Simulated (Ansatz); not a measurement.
Conformers of C2H9BO2Si (`CCB(O)O[SiH3]`), each relaxed with PBE0-D4/def2-TZVP in Ansatz. CBS adds the triple-zeta coupled-cluster correction to the MP2 limit.

Not all of them had a frequency check.

Conformer A:

```xyz
15

C     0.199   -2.103    0.973
C    -0.257   -0.878    0.192
B     0.680    0.380    0.284
O     1.815    0.329    1.032
O     0.397    1.556   -0.370
Si   -0.841    2.016   -1.352
H     0.288   -1.880    2.038
H     1.181   -2.442    0.637
H    -0.499   -2.937    0.862
H    -0.380   -1.131   -0.871
H    -1.263   -0.575    0.515
H     2.298    1.160    1.006
H    -0.902    1.151   -2.559
H    -0.580    3.417   -1.756
H    -2.138    1.937   -0.632
```

Conformer B:

Z-matrix (Å, degrees):
```
C
C 1 1.531
H 1 1.094 2 112.0
H 1 1.093 2 111.3 3 -120.0
H 1 1.092 2 111.5 3 119.9
B 2 1.573 1 113.0 3 59.4
H 2 1.097 1 108.9 3 -62.0
H 2 1.093 1 109.9 3 -178.2
O 6 1.374 2 123.0 1 -64.7
O 6 1.361 2 119.4 1 114.4
Si 9 1.643 6 136.2 2 -2.9
H 10 0.962 6 111.8 2 -179.3
H 11 1.485 9 109.8 6 93.2
H 11 1.487 9 111.2 6 -27.8
H 11 1.483 9 107.6 6 -147.7
```

Which is lowest in electronic energy at CCSD(T)/CBS (frozen core, def2 sets), and by how much? (Estimate.)

The calculation gave: A; B lies 2.8 kJ/mol higher.

Give the energies relative to A (kJ/mol) with r2SCAN-D4/def2-TZVPP, ωB97M-V/def2-TZVPP, PBE/def2-TZVPP, SCS-MP2/def2-TZVPP, CCSD/def2-TZVPP, CCSD(T)/def2-TZVPP, MP2/CBS(def2). (Estimate.)

Ansatz gave: 
```csv
level,B
r2SCAN-D4/def2-TZVPP,3.4
ωB97M-V/def2-TZVPP,2.8
PBE/def2-TZVPP,3.4
SCS-MP2/def2-TZVPP,2.9
CCSD/def2-TZVPP,3.1
CCSD(T)/def2-TZVPP,2.8
MP2/CBS(def2),2.7
```
